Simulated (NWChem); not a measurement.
System: SiN, doublet; SMILES N#[Si]

Parts of the log:

```
             Northwest Computational Chemistry Package (NWChem) 7.3.0
             --------------------------------------------------------

                             Geometry "geometry" -> ""
                             -------------------------

 Output coordinates in angstroms (scale by  1.889725989 to convert to a.u.)

  No.       Tag          Charge          X              Y              Z
 ---- ---------------- ---------- -------------- -------------- --------------
    1 Si                  14.0000     0.00000000     0.00000000    -0.52638700
    2 N                    7.0000     0.00000000     0.00000000     1.04850800

 Effective nuclear repulsion energy (a.u.)      32.9287796342

                              NWChem Property Module
                              ----------------------

  itol2e modified to match energy
  convergence criterion.

                                 NWChem DFT Module
                                 -----------------

 Summary of "ao basis" -> "ao basis" (spherical)
 ------------------------------------------------------------------------------
       Tag                 Description            Shells   Functions and Types
 ---------------- ------------------------------  ------  ---------------------
 Si                          6-31g*                  8       18   4s3p1d
 N                           6-31g*                  6       14   3s2p1d

  itol2e modified to match energy
  convergence criterion.

            General Information
            -------------------
          SCF calculation type: DFT
          Wavefunction type:  spin polarized.
          No. of atoms     :     2
          No. of electrons :    21
           Alpha electrons :    11
            Beta electrons :    10
          Charge           :     0
          Spin multiplicity:     2
          Use of symmetry is: off; symmetry adaption is: off
          Maximum number of iterations: 150
          AO basis - number of functions:    32
                     number of shells:    14
          Convergence on energy requested:  1.00D-07
          Convergence on density requested:  1.00D-05
          Convergence on gradient requested:  5.00D-04

              XC Information
              --------------
                         B3LYP Method XC Potential
                     Hartree-Fock (Exact) Exchange  0.200
                        Slater Exchange Functional  0.800 local
                    Becke 1988 Exchange Functional  0.720 non-local
              Lee-Yang-Parr Correlation Functional  0.810
                  VWN I RPA Correlation Functional  0.190 local

             Grid Information
             ----------------
          Grid used for XC integration:  fine
          Radial quadrature: Mura-Knowles
          Angular quadrature: Lebedev.
          Tag              B.-S. Rad. Rad. Pts. Rad. Cut. Ang. Pts.
          ---              ---------- --------- --------- ---------
          Si                  1.10      123           7.0       770
          N                   0.65       70           7.0       590
          Grid pruning is: on
          Number of quadrature shells:   193
          Spatial weights used:  Erf1

      Superposition of Atomic Density Guess
      -------------------------------------

 Sum of atomic energies:        -343.11104577

      Non-variational initial energy
      ------------------------------

 Total energy =    -343.146249
 1-e energy   =    -539.609150
 2-e energy   =     163.534121
 HOMO         =      -0.271832
 LUMO         =      -0.004184

   convergence    iter        energy       DeltaE   RMS-Dens  Diis-err
 ---------------- ----- ----------------- --------- --------- ---------
 d= 0,ls=0.0,diis     1   -343.9619843329 -3.77D+02  3.94D-02  1.80D-01
                                                     3.79D-02  2.13D-01
 d= 0,ls=0.0,diis     2   -342.1829166459  1.78D+00  3.20D-02  2.58D+00
                                                     2.93D-02  2.07D+00
 d= 0,ls=0.0,diis     3   -344.1118649659 -1.93D+00  2.38D-03  3.16D-03
                                                     2.20D-03  2.31D-03
 d= 0,ls=0.0,diis     4   -344.1139066100 -2.04D-03  7.12D-04  8.45D-04
                                                     1.06D-03  5.69D-04
 d= 0,ls=0.0,diis     5   -344.1144679968 -5.61D-04  7.28D-04  4.14D-04
                                                     5.55D-04  9.40D-05
  Resetting Diis
 d= 0,ls=0.0,diis     6   -344.1147624374 -2.94D-04  7.79D-04  1.26D-04
                                                     3.90D-04  2.39D-05
 d= 0,ls=0.0,diis     7   -344.1149011421 -1.39D-04  6.48D-05  1.30D-06
                                                     1.76D-04  4.68D-06
 d= 0,ls=0.0,diis     8   -344.1149019416 -7.99D-07  7.33D-05  2.27D-05
                                                     6.06D-05  9.94D-06
 d= 0,ls=0.0,diis     9   -344.1149117517 -9.81D-06  1.38D-04  6.04D-07
                                                     1.30D-04  1.03D-06
 d= 0,ls=0.0,diis    10   -344.1149178140 -6.06D-06  6.99D-05  6.39D-08
                                                     8.16D-05  5.48D-07
 d= 0,ls=0.0,diis    11   -344.1149191184 -1.30D-06  1.78D-05  4.20D-08
                                                     1.25D-05  6.97D-09
 d= 0,ls=0.0,diis    12   -344.1149191803 -6.19D-08  3.68D-06  2.93D-09
                                                     2.63D-06  6.02D-10

         Total DFT energy =     -344.114919180342
      One electron energy =     -540.567960420110
           Coulomb energy =      191.234613825169
    Exchange-Corr. energy =      -27.710352219580
 Nuclear repulsion energy =       32.928779634179

 Numeric. integr. density =       20.999999958424

                    DFT Final Alpha Molecular Orbital Analysis
                    ------------------------------------------

 Vector    9  Occ=1.000000D+00  E=-3.188643D-01
              MO Center=  3.6D-08, -5.9D-09, -2.5D-01, r^2= 2.4D+00
   Bfn.  Coefficient  Atom+Function         Bfn.  Coefficient  Atom+Function
  ----- ------------  ---------------      ----- ------------  ---------------
     9      0.469203  1 Si pz                23     -0.445524  2 N  pz
    10     -0.367313  1 Si s                  6     -0.285428  1 Si s
    27     -0.223737  2 N  pz                 5     -0.183397  1 Si pz
     2      0.136481  1 Si s                 24     -0.118066  2 N  s
    13      0.092252  1 Si pz                16      0.053474  1 Si d  0

 Vector   10  Occ=1.000000D+00  E=-2.972606D-01
              MO Center= -3.5D-09,  1.4D-08,  6.7D-01, r^2= 1.4D+00
   Bfn.  Coefficient  Atom+Function         Bfn.  Coefficient  Atom+Function
  ----- ------------  ---------------      ----- ------------  ---------------
    22      0.517971  2 N  py                26      0.352264  2 N  py
     8      0.300389  1 Si py                12      0.141426  1 Si py
    21     -0.137461  2 N  px                 4     -0.121302  1 Si py
    25     -0.093485  2 N  px                 7     -0.079718  1 Si px
    15      0.063978  1 Si d -1              11     -0.037532  1 Si px

 Vector   11  Occ=1.000000D+00  E=-2.972606D-01
              MO Center= -3.0D-08, -8.1D-09,  6.7D-01, r^2= 1.4D+00
   Bfn.  Coefficient  Atom+Function         Bfn.  Coefficient  Atom+Function
  ----- ------------  ---------------      ----- ------------  ---------------
    21      0.517971  2 N  px                25      0.352264  2 N  px
     7      0.300389  1 Si px                11      0.141426  1 Si px
    22      0.137461  2 N  py                 3     -0.121302  1 Si px
    26      0.093485  2 N  py                 8      0.079718  1 Si py
    17     -0.063978  1 Si d  1              12      0.037532  1 Si py

 Vector   12  Occ=0.000000D+00  E=-6.232901D-02
              MO Center= -2.4D-10,  2.1D-09, -3.6D-01, r^2= 2.9D+00
   Bfn.  Coefficient  Atom+Function         Bfn.  Coefficient  Atom+Function
  ----- ------------  ---------------      ----- ------------  ---------------
    12      0.553841  1 Si py                 8      0.495274  1 Si py
    26     -0.371460  2 N  py                22     -0.331777  2 N  py
     4     -0.176303  1 Si py                11     -0.169732  1 Si px
     7     -0.151784  1 Si px                25      0.113839  2 N  px
    21      0.101678  2 N  px                15     -0.089030  1 Si d -1

 Vector   13  Occ=0.000000D+00  E=-6.232901D-02
              MO Center= -3.9D-09, -1.4D-09, -3.6D-01, r^2= 2.9D+00
   Bfn.  Coefficient  Atom+Function         Bfn.  Coefficient  Atom+Function
  ----- ------------  ---------------      ----- ------------  ---------------
    11      0.553841  1 Si px                 7      0.495274  1 Si px
    25     -0.371460  2 N  px                21     -0.331777  2 N  px
     3     -0.176303  1 Si px                12      0.169732  1 Si py
     8      0.151784  1 Si py                26     -0.113839  2 N  py
    22     -0.101678  2 N  py                17      0.089030  1 Si d  1

 Vector   14  Occ=0.000000D+00  E= 4.866073D-02
              MO Center=  7.7D-10, -1.4D-10, -3.4D-01, r^2= 4.4D+00
   Bfn.  Coefficient  Atom+Function         Bfn.  Coefficient  Atom+Function
  ----- ------------  ---------------      ----- ------------  ---------------
    13      1.168916  1 Si pz                24     -0.987553  2 N  s
    10      0.807714  1 Si s                 27      0.247822  2 N  pz
     9      0.224046  1 Si pz                16     -0.155255  1 Si d  0
    23      0.155084  2 N  pz                20     -0.116850  2 N  s
    19      0.078256  2 N  s                  2     -0.075433  1 Si s

                     DFT Final Beta Molecular Orbital Analysis
                     -----------------------------------------

 Vector    8  Occ=1.000000D+00  E=-3.818642D-01
              MO Center= -3.4D-09,  6.5D-10, -3.9D-01, r^2= 2.2D+00
   Bfn.  Coefficient  Atom+Function         Bfn.  Coefficient  Atom+Function
  ----- ------------  ---------------      ----- ------------  ---------------
     6      0.637689  1 Si s                 24     -0.332489  2 N  s
    10      0.327378  1 Si s                  2     -0.280386  1 Si s
    20     -0.201016  2 N  s                 23     -0.158004  2 N  pz
     9     -0.146689  1 Si pz                19      0.091808  2 N  s
    27     -0.088903  2 N  pz                13     -0.083232  1 Si pz

 Vector    9  Occ=1.000000D+00  E=-2.770616D-01
              MO Center= -2.5D-09,  8.9D-09,  5.5D-01, r^2= 1.6D+00
   Bfn.  Coefficient  Atom+Function         Bfn.  Coefficient  Atom+Function
  ----- ------------  ---------------      ----- ------------  ---------------
    22      0.471856  2 N  py                 8      0.353057  1 Si py
    26      0.330991  2 N  py                12      0.182187  1 Si py
     4     -0.139451  1 Si py                21     -0.117508  2 N  px
     7     -0.087923  1 Si px                25     -0.082428  2 N  px
    15      0.064627  1 Si d -1              11     -0.045371  1 Si px

 Vector   10  Occ=1.000000D+00  E=-2.770616D-01
              MO Center= -2.1D-08, -5.1D-09,  5.5D-01, r^2= 1.6D+00
   Bfn.  Coefficient  Atom+Function         Bfn.  Coefficient  Atom+Function
  ----- ------------  ---------------      ----- ------------  ---------------
    21      0.471856  2 N  px                 7      0.353057  1 Si px
    25      0.330991  2 N  px                11      0.182187  1 Si px
     3     -0.139451  1 Si px                22      0.117508  2 N  py
     8      0.087923  1 Si py                26      0.082428  2 N  py
    17     -0.064627  1 Si d  1              12      0.045371  1 Si py

 Vector   11  Occ=0.000000D+00  E=-1.791718D-01
              MO Center=  2.3D-08, -3.7D-09,  4.8D-01, r^2= 2.2D+00
   Bfn.  Coefficient  Atom+Function         Bfn.  Coefficient  Atom+Function
  ----- ------------  ---------------      ----- ------------  ---------------
    23     -0.486082  2 N  pz                 9      0.445992  1 Si pz
    10     -0.337746  1 Si s                 27     -0.322140  2 N  pz
    24     -0.268181  2 N  s                  5     -0.177434  1 Si pz
    13      0.090745  1 Si pz                20     -0.084933  2 N  s
    19      0.045676  2 N  s                 16      0.043371  1 Si d  0

 Vector   12  Occ=0.000000D+00  E=-5.095005D-02
              MO Center=  2.1D-10, -1.8D-09, -2.4D-01, r^2= 2.9D+00
   Bfn.  Coefficient  Atom+Function         Bfn.  Coefficient  Atom+Function
  ----- ------------  ---------------      ----- ------------  ---------------
    12      0.528160  1 Si py                 8      0.453973  1 Si py
    26     -0.404497  2 N  py                22     -0.357232  2 N  py
    11     -0.210951  1 Si px                 7     -0.181321  1 Si px
    25      0.161559  2 N  px                 4     -0.159949  1 Si py
    21      0.142681  2 N  px                15     -0.084252  1 Si d -1

[...]

          ----------------------
          Hyperfine Interactions
          ----------------------

 Total Spin Density (Fermi Contact Term)
 ------------------ --------------------
     Atom            x         y         z       Density (a.u.)      Aiso(MHz)     Aiso(Gauss)
     1  29-Si     0.00000   0.00000  -0.99473      -0.120917        107.461955      38.345033
     2  14-N      0.00000   0.00000   1.98139       0.206527         66.729921      23.810855

           -------------------------------------------
           Anisotropic Interaction (Spin-Dipolar Term)
           -------------------------------------------

 ------------------------------------------------------------
     Atom            x         y         z
 ------------------------------------------------------------
     1  29-Si     0.00000   0.00000  -0.99473

   Spin-Dipolar term (a.u.)
        xx             yy             zz             xy             xz             yz
 ------------------------------------------------------------------------------------------
      -0.611231      -0.611231       1.222461       0.000000      -0.000000       0.000000

   Principal Comp. of -hf- tensor (au)            Anisotropic -hfcc- (MHz)               Anisotropic -hfcc- (Gauss)
 --------------------------------------------------------------------------------------------------------------------------
     -0.611231    -0.611231     1.222461      64.841835    64.841835  -129.683670      23.137140    23.137140   -46.274280

   Orientation of the principal axis of Hyperfine Tensor w.r.t absolute (molecular) frame
 --------------------------------------------------------------------------------------------------------------------------
      0.961189    -0.275891    -0.000000
      0.275891     0.961189     0.000000
      0.000000    -0.000000     1.000000

 ------------------------------------------------------------
     Atom            x         y         z
 ------------------------------------------------------------
     2  14-N      0.00000   0.00000   1.98139

   Spin-Dipolar term (a.u.)
        xx             yy             zz             xy             xz             yz
 ------------------------------------------------------------------------------------------
      -0.713476      -0.713476       1.426953      -0.000000       0.000000      -0.000000

   Principal Comp. of -hf- tensor (au)            Anisotropic -hfcc- (MHz)               Anisotropic -hfcc- (Gauss)
 --------------------------------------------------------------------------------------------------------------------------
     -0.713476    -0.713476     1.426953     -27.517183   -27.517183    55.034365      -9.818798    -9.818798    19.637597

   Orientation of the principal axis of Hyperfine Tensor w.r.t absolute (molecular) frame
 --------------------------------------------------------------------------------------------------------------------------
      0.960245    -0.279157     0.000000
      0.279157     0.960245    -0.000000
     -0.000000     0.000000     1.000000
```

Level: B3LYP/6-31G* (spherical d), spin-unrestricted, contact and dipolar terms. Geometry: optimised at PBE0/def2-SVP, spin-unrestricted. No stability test was run on the SCF state. B3LYP is NWChem's, with the RPA form of VWN correlation.

**Question.** Which NWChem input produces such a log?

**Answer.** Several could match; the one computed here: the input that was run:
```
start job
memory heap 200 mb stack 900 mb global 1100 mb
geometry units angstroms noautosym nocenter noautoz
  Si     0.000000     0.000000    -0.526387
  N      0.000000     0.000000     1.048508
end
basis spherical
  * library 6-31g*
end
dft
  odft
  mult 2
  xc b3lyp
  iterations 150
end
property
  hyperfine
end
task dft property
```
